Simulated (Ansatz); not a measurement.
Reaction R1 → P1 + P2, each structure at its B3LYP-D3(BJ)/def2-TZVP stationary point, reached from a drawn start (curvature not checked).
R1, C2H6 (SMILES CC) (charge 0, multiplicity 1):
```csv
atom,x (Å),y (Å),z (Å)
C,-0.7557,0.1052,-0.0135
C,0.7557,-0.1052,0.0135
H,-1.2358,-0.5563,-0.7374
H,-1.0089,1.1316,-0.2866
H,-1.2020,-0.0955,0.9627
H,1.0089,-1.1316,0.2866
H,1.2358,0.5563,0.7374
H,1.2020,0.0955,-0.9627
```
P1: C2H5 (SMILES [CH2]C), charge 0, multiplicity 2.
P2: H atom, charge 0, multiplicity 2.

P less R. No zero-point or thermal terms; singlets are restricted closed shells; open shells are unrestricted.

Frozen-core correlation throughout. CBS(a, b) extrapolates the correlation energy as X⁻³ and adds the Hartree–Fock energy of set b.

Codes used: Ansatz (a first-principles code). Each number belongs to the level named beside it.

The comparison value is 4.729 eV (CCSD(T)/CBS(cc-pVTZ, cc-pVQZ)). It is a level with limits of its own, not the exact answer.

Q: Order these levels by how close they come to the comparison value for the reaction energy, closest first: CAM-B3LYP/def2-TZVPP, B3LYP/def2-TZVPP, PBE/def2-TZVPP, CCSD(T)/cc-pVQZ. Give each level's value less the comparison value.

A: CCSD(T)/cc-pVQZ (-0.020 eV), CAM-B3LYP/def2-TZVPP (-0.090 eV), B3LYP/def2-TZVPP (-0.114 eV), PBE/def2-TZVPP (-0.178 eV)
